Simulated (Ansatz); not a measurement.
`[SH+]1[GaH2-][SH+][GaH2-]1`, relaxed with RKS PBE0-D4/def2-TZVP in Ansatz from a PBE-D4/def2-SVP geometry. The force threshold is 0.005 eV/Å; the program also tests the step.

Charge 0, multiplicity 1.

Start:

```xyz
10

S    -1.090    0.664    1.260
Ga    0.411   -1.241    1.024
S     1.178   -0.618   -1.203
Ga    0.095    1.505   -0.696
H    -2.123    0.110    0.564
H     1.619   -0.930    1.974
H    -0.470   -2.535    0.885
H     0.117   -1.156   -1.868
H     1.233    2.417   -0.120
H    -0.968    1.785   -1.819
```

Q: How much energy does the relaxation release, and in how many steps? (An estimate is asked.)

A: Computed: 2.75 kJ/mol, in 4 steps.

Q: Which bonds change most? (Best estimate.)

A: Ansatz gave: S3–Ga4 from 2.436 to 2.404 Å; S1–Ga2 from 2.436 to 2.404 Å; S1–Ga4 from 2.436 to 2.404 Å; Ga2–S3 from 2.436 to 2.404 Å.

Q: Give the relaxed structure. (Estimate.)

A: The calculation gave: 
```xyz
10

S    -1.073    0.653    1.240
Ga    0.402   -1.231    1.011
S     1.159   -0.608   -1.184
Ga    0.090    1.487   -0.691
H    -2.098    0.110    0.562
H     1.602   -0.929    1.959
H    -0.464   -2.522    0.885
H     0.120   -1.142   -1.846
H     1.219    2.401   -0.126
H    -0.959    1.781   -1.809
```
